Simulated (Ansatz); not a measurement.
`NB(F)Cl` + CH₃OH → `COB(F)Cl` + NH₃ at 298.15 K and 1 bar (ligand exchange at a B–N bond).

Program: Ansatz. Geometries: PBE0-D4/def2-TZVP. ΔE: electronic, gas phase. CBS: MP2 limit from def2 TZ/QZ plus the TZ coupled-cluster correction, frozen cores. This one scheme is used for every species. One conformer a species, not always the lowest.

```tsv
species	CCSD(T)/CBS energy (Eh)	H − E (kJ/mol)	S (J/(mol·K))
`NB(F)Cl`	-640.42619	107.1	288.8
CH₃OH	-115.61712	146.3	238.2
`COB(F)Cl`	-699.54205	152.5	335.8
NH₃	-56.50880	100.5	192.4
```

H − E and S are ideal-gas, rigid-rotor, harmonic terms from PBE0-D4/def2-TZVP, for one conformer and one mirror image of each species. 1 Eh = 2625.50 kJ/mol, R = 8.31446 J/(mol·K).

Q: By hand: ΔE, ΔH, ΔS and ΔG.

A: ΔE = (-699.54205) + (-56.50880) − (-640.42619) − (-115.61712) = -0.00754 Eh = -19.8 kJ/mol. Δ(H − E) = 152.5 + 100.5 − 107.1 − 146.3 = -0.4, so ΔH = -20.2 kJ/mol. ΔS = 335.8 + 192.4 − 288.8 − 238.2 = 1.2 J/(mol·K). ΔG = -20.2 − 298.15 × (1.2)/1000 = -20.6 kJ/mol.

Q: By hand: the equilibrium constant, and the temperature at which ΔG would vanish if ΔH and ΔS stayed fixed.

A: log₁₀ K = −ΔG/(RT ln 10) = 3.6. ΔH and −TΔS have one sign here, so there is no such temperature. One of them is within its doubt of zero, so this could turn.

The number of gas molecules stays the same, so ΔS is small and ΔH decides. A doubt of 5 kJ/mol in ΔE shifts log₁₀ K by 0.9 here. Other conformers and mirror images would add mixing entropy, several J/(mol·K) or more a flexible species. Modes under 60 cm⁻¹, often nearly free rotors, make the harmonic entropy too high. These are equilibria of isolated gas molecules and say nothing of rates. Largest T1 diagnostic: 0.012 (customary marks: 0.02 for closed shells, 0.045 for open ones).
